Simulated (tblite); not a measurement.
Species: C4H8OPSi (doublet state).
Z-matrix (Å and degrees, GFN2-xTB geometry), rows numbered from 1:
```
P 
Si  1  2.2304
C   2  1.9066  1  112.82
C   3  1.5253  2  110.02  1   154.71
C   4  1.5273  3  113.39  2   -47.17
C   5  1.3030  4  121.84  3    27.93
O   6  1.3124  5  131.90  4    -1.74
H   1  1.3827  2   94.00  3    85.38
H   1  1.3826  2   94.37  3   178.48
H   2  1.4711  1  118.36  3  -131.71
H   3  1.0928  2  108.71  1    35.39
H   3  1.0894  2  112.82  1   -83.13
H   4  1.0945  3  109.75  2    73.71
H   4  1.0924  3  109.99  2  -167.82
H   5  1.0760  4  116.65  3  -153.80
```

Calculated harmonic vibrations of the isolated species, GFN2-xTB (tblite), most abundant isotopes, no scaling. Errors from tens to a few hundred cm⁻¹ against measured bands are possible. Modes of hydrogen on phosphorus and silicon can be 10 to 20 % off. One conformer, not necessarily the lowest. Open shells enter through the occupations alone, without spin polarisation, and single modes of such species can be off by tens of per cent.

Harmonic wavenumbers (cm⁻¹): 67.7, 96.7, 105.1, 145.4, 201.7, 286.9, 381.0, 425.9, 503.6, 596.1, 650.7, 672.2, 676.9, 699.6, 726.0, 744.8, 753.4, 806.6, 898.2, 933.8, 1054.9, 1100.3, 1121.2, 1140.8, 1154.6, 1252.8, 1277.6, 1296.7, 1459.1, 1470.9, 1744.9, 2180.8, 2312.6, 2393.0, 2929.6, 2959.3, 2962.3, 2992.0, 3108.0.

A = 3950, B = 1188, C = 1002 MHz; mass 131.008 u (most abundant isotopes); point group C1, symmetry number 1; spin multiplicity 2.

Zero-point energy?

½Σν̃ = 23142 cm⁻¹ = 66.17 kcal/mol.

Give the ideal-gas entropy at 298.15 K and 1 bar in the rigid-rotor, harmonic-oscillator model (classical rotation).

Translation 40.55, rotation 28.61, vibration 23.47, spin (R ln 2) 1.38: S = 94.0 cal/(mol K).

And Cp and H(298.15 K) − H(0)?

Cp = 33.88 cal/(mol K), of which vibrations give 25.93 (their classical limit is 39 R = 77.5); H(298.15 K) − H(0) = 6.16 kcal/mol without the zero-point energy, 3.79 from vibrations.

How do the functions run with temperature in this model?

```tsv
T (K)	S (cal/(mol K))	Cp (cal/(mol K))	H − H(0) (kcal/mol)	G − H(0) (kcal/mol)	ln q(vib)
150	75.9	20.6	2.13	-9.25	2.27
250	88.4	29.5	4.63	-17.48	4.38
400	105.1	42.1	10.04	-32.02	7.61
600	124.6	53.8	19.71	-55.05	11.87
900	148.7	64.6	37.63	-96.17	17.85
```

q(vib) and H(0) count from the zero-point level.

What must be added to the electronic energy to get the Gibbs energy at 298.15 K and 1 bar?

ZPE + [H(298.15 K) − H(0)] − T·S = 66.17 + 6.16 − 28.03 = 44.30 kcal/mol.

Hindered rotation and anharmonicity are outside this model. Other conformers, if any are populated, would add a mixing term that is left out. The structure is chiral; the term R ln 2 for an equal mix with its mirror image is left out.

Hardware: Arm Neoverse V2, one thread, shared host with 96 logical CPUs at a one-minute load of 60. Cost: 0.45 s of wall time. This covers the Hessian and the dipole derivatives.
